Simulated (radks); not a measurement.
The numbers below are computed, except where a source is named.
Task: Coulomb parameter of the 4f shell of neutral terbium in the model configuration [Xe] 4f8 5d1 6s2, as a second difference U = [E(n + 0.25) + E(n - 0.25) - 2 E(n)] / (0.25)^2 with all orbitals relaxed. "Bare": the charge of the atom changes with n. "Screened": the 5d shell takes up the change at fixed total charge, which measures U(4f,4f) + U(5d,5d) - 2 U(4f,5d). Level of theory: scalar-relativistic Kohn-Sham, LDA (Slater exchange, Perdew-Wang correlation), spin-unpolarised, spherical densities, point nucleus (a radial shooting solver on a logarithmic mesh with Libxc functionals). Estimate both.

Result: U(bare) = 13.755 eV, U(screened by 5d) = 5.266 eV, against the Slater integral F0(4f,4f) = 30.357 eV with frozen orbitals. The step up makes a negative ion, whose loosely bound charge lowers the bare value.
